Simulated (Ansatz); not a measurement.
System: 3,3,3-trifluoroprop-1-yne, C3HF3, charge 0, multiplicity 1. 
Structure (B3LYP-D3(BJ)/def2-TZVP (Ansatz, a program for electronic structure) minimum search):
SMILES: C#CC(F)(F)F
```xyz
7

C      2.3167    -0.1977     0.0087
C      1.1258    -0.0961     0.0042
C     -0.3291     0.0281    -0.0012
F     -0.8021     0.2974     1.2287
F     -0.9158    -1.1070    -0.4214
F     -0.7329     1.0187    -0.8165
H      3.3763    -0.2881     0.0127
```
Charge 0, spin multiplicity 1.

Computed values are from Ansatz. Valence correlation only, unless marked. Open shells are spin-unrestricted. No spin-orbit coupling. No relativistic terms. CBS marks a two-point X^-3 extrapolation of the correlation energy; Hartree-Fock from the larger set. The bracket is a focal-point correction in the basis named.

atomisation energy De: 737.6 kcal/mol at CCSD(T)/CBS(aug-cc-pVTZ,aug-cc-pVQZ)
vertical ionisation energy (to the doublet): 12.34 eV at RI-MP2/CBS(aug-cc-pVTZ,aug-cc-pVQZ)+[CCSD(T)-MP2]/aug-cc-pVTZ
total energy: -414.0415 Eh at CCSD(T)/CBS(aug-cc-pVTZ,aug-cc-pVQZ)
dipole moment: 2.41 D at CCSD(T)/aug-cc-pVDZ
T1 diagnostic: 0.013 at CCSD/aug-cc-pVQZ
